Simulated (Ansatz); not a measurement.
Steps of a relaxation of CH$_{4}$ClFO$_{2}$Sn, SMILES `C[O][Sn]([OH])([F])[Cl]` with RKS PBE0-D4/def2-TZVP.

```sh
$ ansatz run in.yaml --threads 2 --pin off --events-out ev --progress --plain --max-ram 22528MiB --backend cuda --devices 0, --max-vram 18GiB
```

```yaml
crystal:
  periodic: [false, false, false]
  atoms:
    - {symbol: C, position_ang: [0.512910, -1.423270, -1.006030]}
    - {symbol: O, position_ang: [-0.473340, -0.516310, -0.583190]}
    - {symbol: Sn, position_ang: [-0.257520, 0.764620, 0.902310]}
    - {symbol: O, position_ang: [-1.611970, 2.123070, 0.748280]}
    - {symbol: F, position_ang: [1.456160, 1.663320, 0.524670]}
    - {symbol: Cl, position_ang: [-0.189520, -0.094870, 2.980380]}
    - {symbol: H, position_ang: [0.098750, -1.884330, -1.904540]}
    - {symbol: H, position_ang: [1.450210, -0.928320, -1.264270]}
    - {symbol: H, position_ang: [0.703410, -2.199820, -0.262750]}
    - {symbol: H, position_ang: [-1.689090, 2.495910, -0.134850]}
basis:
  gaussian: {orbitals: def2-TZVP}
hamiltonian: {xc: pbe0, dispersion: d4}
relax: {f_tol: 0.005, max_steps: 150}
```

Positions (Å) and forces (eV/Å) along the path, 13 of 22 steps:

```xyz
10
step=1 energy=-26261.7136 eV
C     0.513   -1.423   -1.006   -0.071   -0.020   -0.119
O    -0.473   -0.516   -0.583   -0.282    0.860    0.900
Sn   -0.258    0.765    0.902    1.155    0.350   -1.646
O    -1.612    2.123    0.748   -0.132   -0.045    0.162
F     1.456    1.663    0.525   -1.067   -0.656    0.322
Cl   -0.190   -0.095    2.980   -0.003   -0.188    0.418
H     0.099   -1.884   -1.905    0.159   -0.167   -0.054
H     1.450   -0.928   -1.264    0.124    0.029   -0.011
H     0.703   -2.200   -0.263    0.054   -0.104    0.053
H    -1.689    2.496   -0.135    0.063   -0.059   -0.026
10
step=6 energy=-26261.8190 eV
C     0.498   -1.399   -0.976   -0.012    0.011    0.018
O    -0.488   -0.433   -0.646    0.031   -0.006   -0.013
Sn   -0.208    0.808    0.808   -0.013   -0.011   -0.008
O    -1.586    2.155    0.789   -0.024    0.050   -0.151
F     1.499    1.603    0.509   -0.014   -0.006    0.020
Cl   -0.151   -0.180    2.866    0.018    0.007    0.003
H     0.156   -1.912   -1.877   -0.002   -0.003    0.001
H     1.470   -0.941   -1.185   -0.011   -0.006    0.000
H     0.619   -2.143   -0.181   -0.001    0.011   -0.014
H    -1.809    2.441   -0.105    0.030   -0.046    0.143
10
step=9 energy=-26261.8188 eV rejected
C     0.486   -1.393   -0.980    0.005    0.018   -0.015
O    -0.436   -0.354   -0.689    0.034   -0.037    0.004
Sn   -0.172    0.837    0.810    0.036   -0.001   -0.019
O    -1.551    2.181    0.770   -0.186    0.091   -0.436
F     1.540    1.646    0.600   -0.023   -0.006   -0.003
Cl   -0.122   -0.199    2.845   -0.007   -0.007   -0.004
H     0.115   -1.913   -1.867    0.001    0.017    0.011
H     1.487   -1.005   -1.200   -0.039   -0.009    0.014
H     0.557   -2.120   -0.164   -0.001    0.016    0.003
H    -1.903    2.320   -0.126    0.181   -0.081    0.445
10
step=11 energy=-26261.8209 eV
C     0.486   -1.393   -0.978    0.013    0.018    0.028
O    -0.440   -0.358   -0.689    0.003   -0.023   -0.020
Sn   -0.174    0.836    0.805   -0.011    0.001    0.004
O    -1.550    2.185    0.772   -0.063    0.026   -0.190
F     1.537    1.644    0.589    0.006    0.003    0.000
Cl   -0.129   -0.211    2.835    0.001   -0.001    0.002
H     0.119   -1.921   -1.861   -0.012    0.013    0.006
H     1.483   -0.997   -1.200   -0.004   -0.015    0.001
H     0.564   -2.113   -0.155    0.002    0.007   -0.018
H    -1.897    2.328   -0.118    0.067   -0.029    0.186
10
step=12 energy=-26261.8213 eV
C     0.487   -1.393   -0.978    0.000    0.004   -0.002
O    -0.441   -0.363   -0.685    0.002   -0.006   -0.004
Sn   -0.175    0.835    0.806   -0.001    0.003   -0.006
O    -1.551    2.184    0.771   -0.007    0.005   -0.039
F     1.535    1.642    0.585   -0.004   -0.001    0.005
Cl   -0.131   -0.206    2.839    0.002    0.000    0.002
H     0.119   -1.917   -1.863   -0.001    0.005    0.003
H     1.483   -0.996   -1.199   -0.003   -0.004    0.002
H     0.567   -2.117   -0.160    0.001    0.002    0.000
H    -1.893    2.331   -0.117    0.011   -0.007    0.039
10
step=13 energy=-26261.8214 eV
C     0.486   -1.393   -0.979   -0.001   -0.003   -0.004
O    -0.436   -0.355   -0.691    0.000    0.001    0.004
Sn   -0.172    0.838    0.805    0.014    0.009    0.005
O    -1.545    2.189    0.768   -0.006    0.001   -0.025
F     1.540    1.643    0.596   -0.005    0.000   -0.004
Cl   -0.126   -0.204    2.838   -0.005   -0.006    0.000
H     0.117   -1.915   -1.864    0.001    0.001    0.001
H     1.486   -1.003   -1.197   -0.003    0.000    0.002
H     0.558   -2.116   -0.159    0.000    0.001    0.000
H    -1.907    2.315   -0.116    0.005   -0.003    0.021
10
step=14 energy=-26261.8214 eV
C     0.484   -1.391   -0.978   -0.006   -0.005   -0.007
O    -0.427   -0.341   -0.697    0.010    0.001    0.007
Sn   -0.161    0.846    0.803    0.013    0.000   -0.001
O    -1.532    2.200    0.761   -0.056    0.018   -0.112
F     1.552    1.652    0.607   -0.012   -0.004    0.002
Cl   -0.127   -0.210    2.830    0.002   -0.001    0.000
H     0.111   -1.909   -1.864    0.006   -0.005   -0.002
H     1.490   -1.016   -1.192   -0.008    0.004    0.001
H     0.543   -2.114   -0.157   -0.003    0.005    0.001
H    -1.934    2.282   -0.112    0.052   -0.013    0.110
10
step=15 energy=-26261.8216 eV
C     0.484   -1.391   -0.978   -0.002   -0.001    0.000
O    -0.428   -0.343   -0.695    0.002    0.001    0.002
Sn   -0.163    0.845    0.804    0.007   -0.001   -0.004
O    -1.533    2.199    0.760   -0.013    0.004   -0.028
F     1.550    1.651    0.605   -0.004    0.000    0.002
Cl   -0.125   -0.211    2.830   -0.001    0.000    0.001
H     0.113   -1.910   -1.864    0.002   -0.001    0.000
H     1.489   -1.013   -1.192   -0.003    0.001    0.000
H     0.544   -2.114   -0.157   -0.001    0.001    0.000
H    -1.930    2.286   -0.113    0.013   -0.004    0.029
10
step=17 energy=-26261.8216 eV
C     0.482   -1.391   -0.978    0.001    0.000    0.002
O    -0.422   -0.335   -0.700    0.000    0.000    0.000
Sn   -0.157    0.850    0.802    0.000    0.001    0.001
O    -1.528    2.204    0.756    0.002    0.000    0.002
F     1.555    1.658    0.613    0.000    0.001   -0.001
Cl   -0.122   -0.211    2.827   -0.001   -0.002    0.000
H     0.111   -1.907   -1.866   -0.001    0.001    0.000
H     1.491   -1.021   -1.188    0.000   -0.001    0.000
H     0.533   -2.114   -0.157    0.000    0.000   -0.001
H    -1.942    2.269   -0.110   -0.001    0.000   -0.002
10
step=18 energy=-26261.8217 eV
C     0.481   -1.391   -0.978    0.000    0.002    0.003
O    -0.415   -0.327   -0.704    0.002   -0.003   -0.003
Sn   -0.152    0.854    0.801   -0.002   -0.001   -0.002
O    -1.522    2.208    0.752   -0.011    0.002   -0.020
F     1.560    1.665    0.619    0.001    0.001    0.001
Cl   -0.120   -0.215    2.822    0.000    0.000   -0.001
H     0.108   -1.905   -1.866   -0.002    0.001    0.001
H     1.493   -1.030   -1.184   -0.001   -0.001    0.001
H     0.522   -2.113   -0.155    0.001    0.001   -0.001
H    -1.955    2.253   -0.107    0.012   -0.002    0.022
10
step=20 energy=-26261.8217 eV
C     0.481   -1.392   -0.977   -0.001    0.001    0.002
O    -0.413   -0.325   -0.706    0.000    0.001    0.002
Sn   -0.152    0.855    0.800   -0.001   -0.003    0.000
O    -1.524    2.207    0.753   -0.004    0.003   -0.002
F     1.558    1.668    0.620    0.001    0.001   -0.001
Cl   -0.119   -0.218    2.819    0.000    0.000   -0.002
H     0.108   -1.907   -1.865    0.000   -0.002   -0.002
H     1.494   -1.032   -1.185    0.002   -0.001    0.000
H     0.522   -2.112   -0.153   -0.001    0.002   -0.001
H    -1.954    2.256   -0.106    0.004   -0.002    0.004
10
step=21 energy=-26261.8217 eV
C     0.480   -1.392   -0.977   -0.001    0.000    0.002
O    -0.410   -0.321   -0.710    0.000    0.000    0.001
Sn   -0.151    0.856    0.799    0.001   -0.001    0.000
O    -1.523    2.208    0.753    0.001    0.001    0.006
F     1.559    1.673    0.623    0.000    0.000    0.000
Cl   -0.117   -0.221    2.815    0.000    0.000   -0.001
H     0.107   -1.908   -1.864    0.000   -0.001   -0.001
H     1.495   -1.037   -1.184    0.001    0.000    0.000
H     0.517   -2.110   -0.151    0.000    0.001   -0.001
H    -1.957    2.253   -0.105   -0.002    0.000   -0.005
10
step=22 energy=-26261.8217 eV
C     0.480   -1.392   -0.976   -0.001    0.001    0.001
O    -0.405   -0.316   -0.714    0.002    0.000   -0.001
Sn   -0.148    0.859    0.797    0.000   -0.001    0.001
O    -1.523    2.208    0.753    0.002    0.000    0.004
F     1.559    1.680    0.626   -0.001    0.000    0.000
Cl   -0.115   -0.226    2.809    0.001    0.000    0.001
H     0.105   -1.909   -1.862    0.000    0.000    0.000
H     1.497   -1.043   -1.182   -0.001    0.000    0.000
H     0.512   -2.108   -0.148    0.000    0.001    0.000
H    -1.961    2.249   -0.103   -0.002    0.000   -0.005
```

Hardware: 2 threads of an AMD EPYC 7R13 on a shared host and a share of an NVIDIA H100 80 GB. Wall time 61 s, peak host memory 0.92 GiB.
